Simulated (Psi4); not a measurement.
A dimer, H3N ··· CH5N (SMILES N and CN); the first 4 atoms form monomer A.

```
11

N      0.0001    -0.0007     0.2791
H     -0.4496     0.8289    -0.0909
H     -0.4930    -0.8035    -0.0947
H      0.9424    -0.0248    -0.0936
C     -1.4616     7.6031    -2.4097
N     -2.4774     6.5537    -2.4833
H     -0.9920     7.5798    -1.4250
H     -0.6811     7.3996    -3.1445
H     -1.8303     8.6236    -2.5833
H     -3.2086     6.7133    -1.8010
H     -2.9205     6.5463    -3.3940
```

Task: What interaction energy does Psi4 with SAPT0/jun-cc-pVDZ, frozen core give, and which attractive term is the largest?

Result: Total -0.66 kJ/mol: electrostatics -0.63, exchange 0.00, induction -0.01, dispersion -0.03. The most attractive term is electrostatics.
